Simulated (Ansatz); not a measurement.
Calculated with Ansatz (gas phase, PBE0-D4/def2-TZVP geometries, no zero-point term in ΔE). CCSD(T)/CBS adds triple-zeta CCSD(T) − MP2 to the extrapolated MP2 energy (def2 sets, frozen cores). This one scheme is used for every species. Functionals use def2-TZVPP. Each species was taken in one conformer, which may not be the lowest.

`N[SiH](F)S` + `CCl` → `N[SiH](S)CCl` + H–F  (formal exchange of groups at the Si–F bond)

| level | ΔE (kJ/mol) |
| --- | --- |
| ωB97M-V | 154.6 |
| CCSD/CBS(def2) | 155.1 |

(1) What does CCSD(T)/CBS give? (Estimate.)

Largest T1 diagnostic among the species: 0.011.

Answers

(1) The calculation gave: +149.7 kJ/mol. The listed levels differ from it by 4.9, 5.4 kJ/mol.

In def2-TZVPP, CCSD(T) changes the Hartree–Fock value by −34.4 kJ/mol (the triples alone add −5.4 kJ/mol) and MP2 by −37.2 kJ/mol. The D4 term adds −14.7 kJ/mol with B3LYP and −8.3 kJ/mol with PBE0; it sums over pairs of atoms, weighted by their polarisabilities, and B3LYP, whose exchange is more repulsive, gets the larger term.

B3LYP here is the variant with VWN-RPA as its local correlation; programs differ in this.
